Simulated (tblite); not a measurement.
BrZn, doublet, geometry from GFN2-xTB (such geometries of metal compounds can be far from the true shape) (the spin is typed, not shown lowest); GFN1-xTB (tblite).

tblite was given this input:
```
$ tblite run mol.xyz --method gfn1 --charge 0 --spin 1 --guess eeq --json tblite.json --no-restart

# file mol.xyz
2

Zn    -0.00000000    -0.00000000    -1.31529867
Br     0.00000000     0.00000000     1.12739886
```

Output, abridged:

```
xTB calculator
 | screened Coulomb repulsion
 | Coulomb electrostatics
 |  * isotropic Klopman-Ohno-Mataga-Nishimoto electrostatics
 |  * onsite third-order electrostatics
 | DFT-D3(BJ) dispersion correction

halogen bonding energy    0.0000000000000E+00 Eh
repulsion energy          2.6517789975322E-03 Eh
dispersion energy        -4.2180855815989E-04 Eh
number of electrons       9.0000000000000E+00 e
integral cutoff           3.9672993110968E+01 bohr

------------------------------------------------------------
  cycle        total energy    energy error   density error
------------------------------------------------------------
      1     -4.083321493192  -4.0855515E+00   1.0147611E+00
      2     -4.364372896214  -2.8105140E-01   7.0158700E-01
      3     -4.610385461743  -2.4601257E-01   3.5931883E-01
      4     -4.661985991836  -5.1600530E-02   1.9841993E-01
      5     -4.678272565992  -1.6286574E-02   1.5833072E-01
      6     -4.694036520512  -1.5763955E-02   3.8224267E-02
      7     -4.695032509777  -9.9598927E-04   4.7296969E-03
      8     -4.695030422512   2.0872645E-06   3.7986386E-03
      9     -4.695037450291  -7.0277791E-06   3.0502337E-04
     10     -4.695037468228  -1.7936967E-08   2.5343248E-04
     11     -4.695037513284  -4.5055960E-08   3.2257702E-05
     12     -4.695037513958  -6.7341865E-10   4.0217379E-07
------------------------------------------------------------

electronic energy        -4.6972674843972E+00 Eh
total energy             -4.6950375139578E+00 Eh

Post processing:
 | Mayer-Wiberg bond orders

[Info] JSON dump of results written to 'tblite.json'
```
